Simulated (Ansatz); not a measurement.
Kohn–Sham single points on CH$_{4}$ClFOSSi (`CO[Si](F)(S)Cl`).

```yaml
crystal:
  periodic: [false, false, false]
  atoms:
    - {symbol: C, position_ang: [0.373573, -1.114968, -1.228953]}
    - {symbol: O, position_ang: [-0.602934, -0.787805, -0.254719]}
    - {symbol: Si, position_ang: [-0.463005, 0.326638, 0.898261]}
    - {symbol: F, position_ang: [0.762634, 0.026364, 1.862360]}
    - {symbol: S, position_ang: [-0.155336, 2.220367, 0.015972]}
    - {symbol: Cl, position_ang: [-2.136268, 0.213991, 2.032241]}
    - {symbol: H, position_ang: [1.179146, -1.700946, -0.780120]}
    - {symbol: H, position_ang: [-0.115011, -1.710827, -1.999480]}
    - {symbol: H, position_ang: [0.796880, -0.216581, -1.687059]}
    - {symbol: H, position_ang: [0.360332, 2.743755, 1.141507]}
basis:
  gaussian: {orbitals: def2-TZVPP}
hamiltonian: {xc: {name: B2PLYP}}
```

```sh
$ ansatz run in.yaml --threads 2 --pin off --events-out ev --progress --plain --max-ram 20480MiB --backend cuda --devices 0, --max-vram 18GiB
```

It prints (some lines left out):

```
Functional definition: B2PLYP
1642 factors; integrals over basis functions are off by at most 8.6e-4 eV
mean field evaluation 1: about -37082.2004 eV, gradient 5.1e1 eV
mean field evaluation 2: about -37082.4158 eV, gradient 5.1e1 eV
mean field evaluation 4: about -37086.7365 eV, gradient 5.2e0 eV
mean field evaluation 8: about -37086.7969 eV, gradient 5.6e-1 eV
mean field evaluation 16: about -37086.7974 eV, gradient 1.9e-4 eV
mean field -37086.79743946 eV, -1362.9146675660 hartree, gradient 3.7e-6 eV, S^2 0.000000; 0 other end points of the search recorded, 0 dependent functions left out
18 core orbitals not correlated: weight in the atoms' cores, before any rotation towards them, 1.000 or more for the frozen orbitals, at most 0.000 for the correlated occupied ones
reference -37086.79761841 eV, -1362.9146741422 hartree; 19, 19 occupied and 238, 238 virtual orbitals, 1642 factors
second order -37.23484864 eV of doubles, -0.00000000 eV of singles
Total energy: -37096.85102754 eV, -1363.2841301133 hartree
```

Hardware: 2 threads of an AMD EPYC 7R13 on a shared host and a share of an NVIDIA H100 80 GB. Wall time 3.5 s, peak host memory 1.2 GiB.

The same input with `hamiltonian: {xc: pbe, dispersion: d4}` and forces (abridged; 3.4 s):

```
Functional definition: PBE
mean field evaluation 16: about -37090.5691 eV, gradient 3.5e-4 eV
mean field -37090.56914386 eV, -1363.0532751461 hartree, gradient 3.3e-5 eV, S^2 0.000000
Total energy: -37090.86914589 eV, -1363.0643000173 hartree
Atom 0 force     0.149272    -0.044795    -0.151847 eV/Å
Atom 1 force    -0.419163    -0.299026    -0.101283 eV/Å
Atom 2 force    -0.222049     0.333071    -0.007027 eV/Å
Atom 3 force     0.548890    -0.136519     0.438726 eV/Å
Atom 4 force    -0.060819     0.165057    -0.349261 eV/Å
Atom 5 force    -0.294019    -0.029005     0.178243 eV/Å
Atom 6 force     0.187119    -0.130567     0.076684 eV/Å
Atom 7 force    -0.090856    -0.133057    -0.177783 eV/Å
Atom 8 force     0.107029     0.181795    -0.113450 eV/Å
Atom 9 force     0.094596     0.093046     0.206998 eV/Å
Dipole moment:     0.241774     0.011690    -0.253164 e Å
```

The same input with `hamiltonian: {xc: r2scan, dispersion: d4}` and forces (abridged; 3.6 s):

```
Functional definition: r2SCAN
mean field evaluation 16: about -37105.8191 eV, gradient 6.9e-4 eV
mean field -37105.81909385 eV, -1363.6137004713 hartree, gradient 2.0e-5 eV, S^2 0.000000
Total energy: -37105.89213873 eV, -1363.6163848211 hartree
Atom 0 force     0.218756    -0.068334    -0.219801 eV/Å
Atom 1 force    -0.236657     0.018592     0.158463 eV/Å
Atom 2 force     0.004134     0.030026    -0.003891 eV/Å
Atom 3 force     0.059832    -0.020873     0.040129 eV/Å
Atom 4 force     0.015099     0.049721    -0.043963 eV/Å
Atom 5 force    -0.059392    -0.014793     0.042160 eV/Å
Atom 6 force    -0.006142     0.005121     0.000751 eV/Å
Atom 7 force     0.011191     0.009394     0.014138 eV/Å
Atom 8 force    -0.005593    -0.008399     0.003370 eV/Å
Atom 9 force    -0.001229    -0.000455     0.008643 eV/Å
Dipole moment:     0.254141     0.009926    -0.257896 e Å
```

With the line `hamiltonian: {xc: pbe0, dispersion: d4}` (abridged; 3 s):

```
Functional definition: PBE0
mean field evaluation 16: about -37093.4391 eV, gradient 6.9e-5 eV
mean field -37093.43910761 eV, -1363.1587443686 hartree, gradient 7.0e-5 eV, S^2 0.000000
Total energy: -37093.69536119 eV, -1363.1681615140 hartree
```
